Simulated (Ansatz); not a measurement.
The same path of BCl2F + FH (6 atoms, charge 0, multiplicity 1) was run twice with different band settings. Lost on the way: B1–Cl2, F5–H6. Made: B1–F5, Cl2–H6.

Method: RKS PBE-D4/def2-SVP in Ansatz 0.2.0.

Relaxed end points:

```xyz
6
Properties=species:S:1:pos:R:3
B 0.054 0.212 0.080
Cl 0.034 0.554 1.834
Cl 1.520 0.457 -0.845
F -1.099 -0.005 -0.525
F 0.306 -2.116 0.632
H 0.258 -1.766 1.506
```

```xyz
6
Properties=species:S:1:pos:R:3
B 0.112 -0.439 -0.507
Cl 0.076 0.096 2.578
Cl 1.525 0.487 -0.972
F -1.106 0.041 -0.688
F 0.250 -1.681 -0.046
H 0.216 -1.167 2.315
```

Common settings: movable images 7; spring 5.0 eV/Å²; start path through a guess of the saddle point; force threshold 0.05 eV/Å; iteration limit 60; end points relaxed.

| run | climbing image | optimiser |
| --- | --- | --- |
| 1 | yes | quadratic models (default) |
| 2 | from the first iteration | lbfgs |

Task: What does each run give, and how far can it be trusted?

Result: Run 1: converged after 12 iterations, highest image 0.279 eV above the first end. A vibrational analysis at the climbing image gives one clearly imaginary mode, 648i cm⁻¹: a first-order saddle point.
Run 2: converged after 30 iterations, highest image 0.280 eV above the first end. Another band between the same ends (7 images) ends at a top of the same energy, where a vibrational analysis finds 1 clearly imaginary mode.
The orbitals stay closed-shell, which can raise the energy where a bond breaks towards radicals; this wasn't checked here.
